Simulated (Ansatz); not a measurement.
Two structures of Si$_{4}$H$_{10}$ClF, closed shell, reached by relaxing down either side of one saddle point (PBE0-D4/def2-TZVP). Energies are electronic, without zero-point energy. Computed with Ansatz 0.2.0 (basis: def2-TZVPP and def2-QZVPP); correlated methods freeze the cores. Extrapolation: Hartree–Fock as exp(−7.88 √X), correlation as X^−2.97. First:

```xyz
16
angstrom
Si 0.0072 0.6858 -0.3877
Si 2.1190 -0.1033 0.2443
Si -0.4928 0.0935 -2.5961
Si -1.7314 -0.0252 1.0055
Cl 0.0395 2.7674 -0.2775
H -0.1193 -0.7169 3.0985
F 0.6239 -1.2672 3.0464
H 2.5086 0.4568 1.5609
H 2.0976 -1.5876 0.2849
H 3.0886 0.3455 -0.7913
H -1.8263 0.6260 -2.9811
H 0.5423 0.6387 -3.5122
H -0.5108 -1.3908 -2.7007
H -1.9061 -1.4987 0.9208
H -1.4359 0.3218 2.4332
H -3.0039 0.6542 0.6519
```

Second:

| atom | x (Å) | y (Å) | z (Å) |
| --- | --- | --- | --- |
| Si1 | -0.7592 | 0.5497 | 0.3013 |
| Si2 | 3.0799 | -0.5539 | 0.5883 |
| Si3 | -0.2931 | -0.1746 | -1.8747 |
| Si4 | -3.0187 | 0.3050 | 0.8549 |
| Cl5 | -0.2687 | 2.5608 | 0.4278 |
| H6 | 0.0865 | -0.1724 | 1.2909 |
| F7 | 2.8185 | -0.8095 | 2.1460 |
| H8 | 4.5281 | -0.7297 | 0.3272 |
| H9 | 2.2921 | -1.5467 | -0.1823 |
| H10 | 2.6485 | 0.8237 | 0.2555 |
| H11 | -1.2330 | 0.4873 | -2.8174 |
| H12 | 1.1019 | 0.1681 | -2.2568 |
| H13 | -0.4793 | -1.6487 | -1.9563 |
| H14 | -3.3829 | -1.1364 | 0.7857 |
| H15 | -3.2730 | 0.8137 | 2.2277 |
| H16 | -3.8474 | 1.0637 | -0.1179 |

Task: Which bonds change from the first to the second?

Result: Si₄H₉Cl ([SiH3][Si]([SiH3])([SiH3])[Cl]) + HF → Si₃H₇Cl ([SiH3][SiH]([SiH3])[Cl]) + SiH₃F ([F][SiH3]); bonds formed: Si1–H6, Si2–F7; bonds broken: Si1–Si2, H6–F7.

Task: Give the saddle point's structure and its height above each. (An estimate is asked for; the value comes from the calculation.)

Result: The calculation gives: 169.3 kJ/mol above the first and 282.4 kJ/mol above the second (CCSD(T) at an estimated basis limit (MP2 extrapolated from triple and quadruple zeta, plus CCSD(T) − MP2 in triple zeta)).
```xyz
16
angstrom
Si -0.2270 0.5861 0.0475
Si 2.1901 -0.2826 0.5480
Si -0.3141 -0.1382 -2.1734
Si -2.2760 0.1577 1.1119
Cl 0.0909 2.6316 0.1352
H 0.5459 -0.4197 1.3322
F 1.2082 -1.1447 1.9985
H 3.1630 0.1588 1.5701
H 2.4224 -1.5796 -0.1222
H 2.3564 0.7450 -0.5351
H -1.4143 0.5824 -2.8666
H 0.9733 0.1244 -2.8656
H -0.6026 -1.5978 -2.1750
H -2.5329 -1.3058 1.0589
H -2.2136 0.6042 2.5277
H -3.3697 0.8781 0.4079
```

The search had been set up for a four-centre ligand exchange (forming Si1–F7, Si2–H6, breaking Si1–Si2, H6–F7); from that guess it ended on this step instead.

No T1 diagnostic of these runs exceeds 0.015.

Labels in which every atom is bracketed show which atoms are joined, not bond orders.

For scale, one of the runs: CCSD(T)/def2-TZVPP, 381 basis functions, launched by `ansatz run in.yaml --threads 4 --pin off --events-out ev --progress --plain --max-ram 46080MiB --backend cuda --devices 0, --max-vram 37GiB`. The run took 10 s on 4 CPU threads of an AMD EPYC 7R13 and a share of one NVIDIA H100 (shared host), with 0.88 GiB of host memory at its peak.
